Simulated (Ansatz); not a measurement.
carbon diselenide (CSe2), SMILES C(=[Se])=[Se].

Geometry: ωB97X-D3(BJ)/def2-TZVP.

Two levels are set side by side: PBE/def2-SVPD (Ansatz, an electronic-structure program) and CAM-B3LYP/def2-SVPD (Ansatz). Energy differences of separate SCF runs at the same geometry; the states with an electron removed or added have multiplicity 2 and 2. Differences are taken from unrounded values.

| quantity | PBE |
|---|---|
| vertical ionisation energy (eV) | 9.34 |
| vertical electron affinity (eV) | 0.31 |
| vertical singlet–triplet gap (eV) | 2.92 |

These are the PBE values. What does CAM-B3LYP give? (Estimate from the structure and the level; the computed values follow.)


```tsv
quantity	CAM-B3LYP	PBE minus CAM-B3LYP
vertical ionisation energy (eV)	9.37	-0.03
vertical electron affinity (eV)	0.63	-0.32
vertical singlet–triplet gap (eV)	2.70	0.22
```
